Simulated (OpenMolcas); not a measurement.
Os5+.

```
Program             : OpenMolcas
Method              : CASSCF
Basis               : ANO-RCC-VTZP [8s7p5d3f2g1h]
Scalar Hamiltonian  : DKH2, point nucleus
Active space        : 3 electrons in 10 orbitals (5d 6d)
State averaging     : 2S+1 = 4 even, 10 roots; 2S+1 = 2 even, 40 roots
Spin-orbit coupling : RASSI with atomic mean-field integrals over the reference wave functions, term energies averaged over their components
```

Levels without dynamic correlation, in cm⁻¹ above 5d³ ⁴F_3/2:

```csv
Level,E
5d³ ²G_7/2,24737
5d³ ⁴P_1/2 [66 %],19233
5d³ ²P_1/2 [66 %],32499
5d³ ²D_5/2(1),37956
5d³ ²F_5/2,45022
5d³ ²D_3/2(2),67125
```

On this reference, MS-CASPT2, IPEA 0.25 Eh, imaginary shift 0.1 Eh (closed shells correlated: 5s 5p) puts 5d³ ²G_7/2 at 23420 cm⁻¹.

Estimate the other levels at that method by one scale factor, and say how well it serves.

The factor is 23420 / 24737 = 0.947. Scaled values beside those that MS-CASPT2 gives and measured ones (the list in Brasseur, Palmeri and Quinet, Atoms 13, 11 (2025)):
```tsv
Level	Scaled	MS-CASPT2	Miss (%)	Measured
5d³ ⁴P_1/2 [66 %]	18214	17190	+6.0	16772
5d³ ²P_1/2 [66 %]	30777	29350	+4.9	28860
5d³ ²D_5/2(1)	35944	35500	+1.3	34418
5d³ ²F_5/2	42636	41120	+3.7	39601
5d³ ²D_3/2(2)	63567	62250	+2.1
```
For these levels the scaled values miss MS-CASPT2 by up to 6.0 %, as correlation changes each term by its own factor, spin-orbit parts do not scale and CASPT2 has its own spread within terms. This holds within one configuration; levels of others move differently, and the target method has errors of its own against measurement.

CASPT2 does not keep the components of a term degenerate, so their means are used; among the terms shown or strongly mixed into the levels shown the widest spread is 430 cm-1 (5d³ ⁴F, MS-CASPT2). Active for correlation alone: 6d; no level in the range computed is led by a configuration that fills it, so any true level of that kind is missing. Without dynamic correlation excited terms often stand tens of per cent too high (terms of higher spin than the ground term too low), and those without a measured partner can miss by more than the paired ones (holds for CASSCF). Measured partners are found by configuration, term and J. A level has none where our copy of the source lacks it or the pairing is in doubt (some pairs that miss far off the trend of their configuration count as doubtful), and it then counts in no deviation. Only configurations of the active space appear.

A share in square brackets marks a mixed level and gives the weight of the term that names it, the lowest over the columns. A number in round brackets counts repeated terms of one configuration in the order of the reference energies.
